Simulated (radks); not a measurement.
Spherical jellium clusters: N electrons in a uniform positive sphere of charge N and radius rs N^(1/3), rs = 5.11 bohr. Calculated with a radial shooting solver with Libxc functionals: non-relativistic Kohn-Sham, PBEsol, spin-polarised, spherical densities. Levels are named by radial order and angular momentum (1s, 1p, 1d, 2s, ...), and open shells are averaged over m.

N = 10, configuration 1s2 1p6 1d(up 2, down 0). This is the lowest configuration that the search found. Occupied levels:

level    occupation  eigenvalue (eV)  <r> (bohr)
1s up             1          -3.6152       7.387
1s down           1          -3.5145       6.903
1p up             3          -2.9709       8.562
1p down           3          -2.7751       8.304
1d up             2          -2.1215       9.530

Energy (eV): total -17.3677, kinetic 11.550, external -293.73, Hartree 145.83, exchange-correlation -29.323, background 148.30.
